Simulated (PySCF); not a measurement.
trifluoromethoxyethane (C3H5F3O), SMILES CCOC(F)(F)F. Atoms are numbered in the order given.

```xyz
12

C      2.7178     0.1103    -0.5870
C      1.2330     0.1076    -0.8769
O      0.5440    -0.0422     0.3747
C     -0.7924    -0.0475     0.3219
F     -1.2900     1.0953    -0.1842
F     -1.2713    -1.0437    -0.4445
F     -1.2663    -0.2006     1.5502
H      3.0198    -0.8315    -0.1051
H      3.2819     0.2212    -1.5253
H      2.9803     0.9440     0.0812
H      0.9126     1.0503    -1.3498
H      0.9526    -0.7271    -1.5399
```
Charge 0, spin multiplicity 1.

Geometry: ωB97X-D3(BJ)/def2-SVP. One conformer was computed; it need not be the lowest.

Two levels are set side by side: PBE/pcSseg-1 (PySCF) and PBE0/pcSseg-1 (PySCF). GIAO shifts against CFCl3 (¹⁹F), H2O (¹⁷O), TMS (¹H), TMS (¹³C) at the same level; non-relativistic, no solvent, atoms listed together averaged. Differences are taken from unrounded values.

```json
[
 {"quantity": "δ(¹³C) of C1 (ppm)", "PBE0": "18.0", "PBE": "18.3", "PBE minus PBE0": "0.3"},
 {"quantity": "δ(¹³C) of C2 (ppm)", "PBE0": "65.5", "PBE": "68.2", "PBE minus PBE0": "2.6"},
 {"quantity": "δ(¹⁷O) of O3 (ppm)", "PBE0": "120.2", "PBE": "133.6", "PBE minus PBE0": "13.4"},
 {"quantity": "δ(¹³C) of C4 (ppm)", "PBE0": "131.2", "PBE": "136.5", "PBE minus PBE0": "5.2"},
 {"quantity": "δ(¹H) of H11, H12 (ppm)", "PBE0": "4.17", "PBE": "4.26", "PBE minus PBE0": "0.09"}
]
```

Rough cost on one machine, each run with all the roots and properties that it gave: PBE0 against PBE within a factor of 2.
